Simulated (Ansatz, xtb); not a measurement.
**C3H3BrN2O: which of two isomers lies lower**

We compare X, `Cc1nnc(Br)o1`, a singlet, with Y, `Nc1cnc(Br)o1`, a singlet. Both are isolated molecules in the gas phase, relaxed with B3LYP-D3(BJ)/def2-SVP; the shapes shown needn't be the lowest conformers.

X (Å):

```yaml
atoms:
  - { symbol: C, position_ang: [1.4903, 2.1018, 0.5096] }
  - { symbol: C, position_ang: [0.9098, 0.7533, 0.7031] }
  - { symbol: C, position_ang: [-0.3217, -0.9286, 0.3158] }
  - { symbol: Br, position_ang: [-1.5926, -1.9534, -0.5652] }
  - { symbol: N, position_ang: [1.1689, -0.1248, 1.6188] }
  - { symbol: N, position_ang: [0.3613, -1.2297, 1.3661] }
  - { symbol: O, position_ang: [-0.0410, 0.3047, -0.1712] }
  - { symbol: H, position_ang: [2.2282, 2.2819, 1.3011] }
  - { symbol: H, position_ang: [1.9831, 2.1795, -0.4722] }
  - { symbol: H, position_ang: [0.7086, 2.8759, 0.5575] }
```

Y (Å):

```yaml
atoms:
  - { symbol: C, position_ang: [0.6079, 1.0961, 0.5835] }
  - { symbol: C, position_ang: [1.6885, 0.4746, 1.1525] }
  - { symbol: C, position_ang: [0.5457, -1.0235, 0.1753] }
  - { symbol: Br, position_ang: [-0.1735, -2.5667, -0.5834] }
  - { symbol: N, position_ang: [0.0982, 2.3726, 0.5769] }
  - { symbol: N, position_ang: [1.6126, -0.8877, 0.8732] }
  - { symbol: O, position_ang: [-0.1351, 0.1422, -0.0489] }
  - { symbol: H, position_ang: [-0.3897, 2.6290, -0.2771] }
  - { symbol: H, position_ang: [0.7573, 3.0837, 0.8742] }
  - { symbol: H, position_ang: [2.4982, 0.9056, 1.7358] }
```

Energies in hartree; the thermal terms are from GFN2-xTB frequencies at re-optimised GFN2-xTB minima (ideal gas, soft modes damped towards free rotors, one conformer each, 298.15 K, 1 atm) and include the zero-point energy:

```
                               X            Y
E, CCSD(T)/def2-SVP  −2872.121960  −2872.130750
    E, MP2/def2-SVP  −2872.057247  −2872.068984
  E, MP2/def2-TZVPP  −2872.976402  −2872.987920
  zero-point energy      0.062427      0.062757
       H(298 K) − E      0.069958      0.070146
       G(298 K) − E      0.030125      0.031169
```

Task: Correct the CCSD(T) difference for the basis set by the MP2 change, then work out ΔE, ΔE₀, ΔH and ΔG for X → Y in kJ/mol (1 Eh = 2625.50 kJ/mol) and the equilibrium ratio [Y]/[X].

Result: 1. Differences Y − X: CCSD(T) −0.008790, MP2 in the small set −0.011737, MP2 in the large set −0.011518 Eh.
2. ΔE = −0.008790 + (−0.011518 − (−0.011737)) = −0.008571 Eh = −22.50 kJ/mol.
3. ΔE₀ = ΔE + ΔZPE = −0.008571 + (+0.000330) Eh = −21.64 kJ/mol.
4. ΔH = ΔE + (+0.000188) Eh = −22.01 kJ/mol.
5. ΔG = ΔE + (+0.001044) Eh = −19.76 kJ/mol, so ΔS = (ΔH − ΔG)/T = −7.5 J/(mol K).
6. kT = 0.9442 mEh, so K = [Y]/[X] = exp(−ΔG/kT) = exp(+7.97) ≈ 2.9 × 10^3.

Structure Y is favoured at this temperature. An error of 4 kJ/mol in ΔG would change K by a factor of 5. HF/STO-3G gave ΔE the other sign. Mirror images and further conformers aren't counted.

As drawn, Y has 1 C–N, 1 C∷C, 2 N–H in place of 1 C–C, 1 N∷N, 2 C–H (∷ is an aromatic bond).

Other levels gave ΔE = −14.7 (GFN2-xTB); +39.3 (HF/STO-3G, GFN2-xTB geometries); −40.2 (r2SCAN-D4/def2-SVP, GFN2-xTB geometries); −38.3 (B3LYP-D3(BJ)/def2-SVP); −39.5 (HF/def2-SVP); −30.8 (MP2/def2-SVP); −23.1 (CCSD(T)/def2-SVP) kJ/mol. The correlated steps freeze 15 core orbitals; the filled d shell of Br is correlated, in a basis made for valence electrons. Programs: Ansatz 0.2.0, xtb 6.7.1.
